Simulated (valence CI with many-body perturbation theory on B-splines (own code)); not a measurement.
# Pm LVII in brief

Level of theory: configuration interaction combined with many-body perturbation theory (CI+MBPT): three valence electrons over a frozen Dirac-Fock core [He], radial functions for each j: 11 s, 11 p, 10 d, 8 f, 5 g, 2 h, with the one-electron correlation potential Σ1 (screened to all orders), the two-electron term Σ2, the three-electron term Σ3, Breit, model QED; selected single and double excitations, second order for the rest, scaled by the run's own slope (own B-spline code, finite nucleus).

The last digits are not significant, and no measured levels were compared; by estimate large intervals hold to a few tenths of a per cent, small ones and those within an open d or f shell to about a per cent.

Levels are named by their leading jj configuration (3d3/2^4 stands for four electrons in 3d with j = 3/2), which in mixed levels can hold well under half, so a name can repeat and another be missing.

Rates and lifetimes use the calculated energies. Strong lines usually hold to 10 to 20 %, long lifetimes can be off by a factor of two.

Task: What is the ground level?

Result: (2s^2 2p1/2) J=1/2, composition 100 % 2s2 2p 2P°, g = 0.633.

Task: Among levels below 9873.5 eV, which E1 lines absorb most strongly from the ground level?

Result: to (2s^2 3d3/2) J=3/2 at 0.1743 nm, f = 0.556; to (2s 2p1/2 3p1/2) J=3/2 at 0.1764 nm, f = 0.226; to (2s 2p1/2 3p3/2) J=3/2 at 0.1716 nm, f = 0.172.

Task: Where does the other parity begin?

Result: At (2s 2p1/2^2) J=1/2, 197.3 eV.

Task: How well does LS coupling describe the low levels?

Result: Among the lowest 20 levels the leading LS term, summed over configurations, holds 76 % on average. For single configurations the figures are 76 % in LS and 99 % in jj coupling. Terms mix most in the J = 3/2 level at 1052.8 eV, where the leading one holds 48 %.

Task: What is the ionisation energy?

Result: 12131 eV; NIST lists 12136 ± 5 eV (theoretical).
